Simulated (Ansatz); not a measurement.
Reaction (redistribution): `C[B](C)[AlH2]` + `CO[SiH2]S[SiH2]F` → `CO[B](C)[AlH2]` + `C[SiH2]S[SiH2]F`

Program: Ansatz. Geometries: PBE0-D4/def2-TZVP. ΔE: electronic, gas phase. CCSD(T)/CBS adds triple-zeta CCSD(T) − MP2 to the extrapolated MP2 energy (def2 sets, frozen cores). Functionals use def2-TZVPP. One conformer a species, not always the lowest.

```csv
level,ΔE (kcal/mol)
PBE0-D4,-13.0
ωB97M-V,-12.1
```

Question: What does CCSD(T)/CBS give? (Estimate.)

Answer: The calculation gave: -11.6 kcal/mol. The listed levels differ from it by -1.4, -0.5 kcal/mol.

Largest T1 diagnostic among the species: 0.013.

The D4 term adds +0.8 kcal/mol with B3LYP and +0.4 kcal/mol with PBE0; it sums over pairs of atoms, weighted by their polarisabilities, and B3LYP, whose exchange is more repulsive, gets the larger term. In def2-TZVPP, CCSD(T) changes the Hartree–Fock value by −3.0 kcal/mol (the triples alone add −0.7 kcal/mol) and MP2 by −2.6 kcal/mol. From PBE to PBE0 (25 % exact exchange), in def2-TZVPP and without D4, ΔE moves by +1.2 kcal/mol.

B3LYP here is the variant with VWN-RPA as its local correlation; programs differ in this.
